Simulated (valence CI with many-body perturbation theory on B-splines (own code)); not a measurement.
## Te47+ in brief

Calculated by valence CI with perturbative core correlation (CI+MBPT): three valence electrons over a frozen Dirac-Fock core [He], a basis of 11 s, 11 p, 10 d, 8 f, 5 g, 2 h functions for each j, with the one-electron correlation potential Σ1, the two-electron term Σ2, the three-electron term Σ3, Breit, model QED; selected CI, second order for the rest, scaled by the run's own slope (own B-spline code, finite nucleus).

No measured spectrum was set against this ion. As an estimate, large intervals hold to a few tenths of a per cent, small ones and those within an open d or f shell to about a per cent.

Levels are named by their leading jj configuration (3d3/2^4 stands for four electrons in 3d with j = 3/2), which in mixed levels can hold well under half, so a name can repeat and another be missing.

Rates and lifetimes use the calculated energies. Strong lines usually hold to 10 to 20 %, long lifetimes can be off by a factor of two.

(1) What is the ground level?

(2) Among levels below 6905.5 eV, which E1 lines absorb most strongly from the ground level?

(3) Where does the other parity begin?

(4) What is the ionisation energy?

(5) How well does LS coupling describe the low levels?

## Answers

(1) (2s^2 2p1/2) J=1/2, composition 100 % 2s²2p ²P°, g = 0.643.

(2) to (2s^2 3d3/2) J=3/2 at 0.2505 nm, f = 0.413; to (2s 2p1/2 3p1/2) J=3/2 at 0.2515 nm, f = 0.376; to (2s 2p1/2 3p3/2) J=3/2 at 0.2463 nm, f = 0.192.

(3) At (2s 2p1/2^2) J=1/2, 154.2 eV.

(4) 8494.4 eV; NIST lists 8499 ± 4 eV (theoretical).

(5) Among the lowest 20 levels the leading LS term, summed over configurations, holds 76 % on average. For single configurations the figures are 76 % in LS and 98 % in jj coupling. Terms mix most in the J = 3/2 level at 655.9 eV, where the leading one holds 46 %.
